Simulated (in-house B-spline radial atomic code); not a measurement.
Checks on a self-consistent run for Fe²⁺, [Ar] (3d3/2)4 (3d5/2)2. Level of theory: Dirac-Hartree-Fock, average of the jj configuration, Fermi nucleus of rms radius 3.7377 fm; calculated with a radial B-spline atomic code at the basis-set limit.

```json
{"orbital": "1s1/2", "q": "2", "ε (Eh)": "-264.50290", "<1/r>": "25.9837", "<r²>": "0.00458988", "small-component weight": "0.0087504"}
{"orbital": "2s1/2", "q": "2", "ε (Eh)": "-33.13468", "<1/r>": "5.61343", "<r²>": "0.0830639", "small-component weight": "0.0016249"}
{"orbital": "2p1/2", "q": "2", "ε (Eh)": "-28.54308", "<1/r>": "5.52537", "<r²>": "0.0668815", "small-component weight": "0.0015874"}
{"orbital": "2p3/2", "q": "4", "ε (Eh)": "-28.02956", "<1/r>": "5.4357", "<r²>": "0.0681523", "small-component weight": "0.0015697"}
{"orbital": "3s1/2", "q": "2", "ε (Eh)": "-4.93101", "<1/r>": "1.73422", "<r²>": "0.759446", "small-component weight": "0.00033942"}
{"orbital": "3p1/2", "q": "2", "ε (Eh)": "-3.59673", "<1/r>": "1.60649", "<r²>": "0.857813", "small-component weight": "0.00030114"}
{"orbital": "3p3/2", "q": "4", "ε (Eh)": "-3.36921", "<1/r>": "1.5799", "<r²>": "0.876918", "small-component weight": "0.00029353"}
{"orbital": "3d3/2", "q": "4", "ε (Eh)": "-1.28332", "<1/r>": "1.24749", "<r²>": "1.41855", "small-component weight": "0.00019621"}
{"orbital": "3d5/2", "q": "2", "ε (Eh)": "-1.25165", "<1/r>": "1.23588", "<r²>": "1.45392", "small-component weight": "0.00019324"}
```

Electron-electron repulsion V_ee = 467.9654 hartree.

**Question.** What total energy follows from the eigenvalues?

**Answer.** The eigenvalues count the repulsion twice, so E = Σqε - V_ee = -802.648 - 467.965 = -1270.614 hartree; the run printed -1270.614.

**Question.** Does the Dirac virial theorem hold?

**Answer.** For a point nucleus E = -2c²Σq·w, with w the small-component weight. Here Σq·w = 0.033831 and c = 137.0360, so the ratio E/(-2c²Σq·w) is 1.000006; the finite nucleus accounts for the departure from 1.

**Question.** What diamagnetic shielding (Lamb formula) and susceptibility (Langevin formula) do the radii give?

**Answer.** σ = (α²/3)Σq<1/r> = 116.451/(3·137.036²) = 2067.1 ppm, and χ = -0.79199×10⁻⁶·Σq<r²> = -12.6×10⁻⁶ cm³/mol with Σq<r²> = 15.906 bohr². Both are non-relativistic formulas without the paramagnetism of open shells.
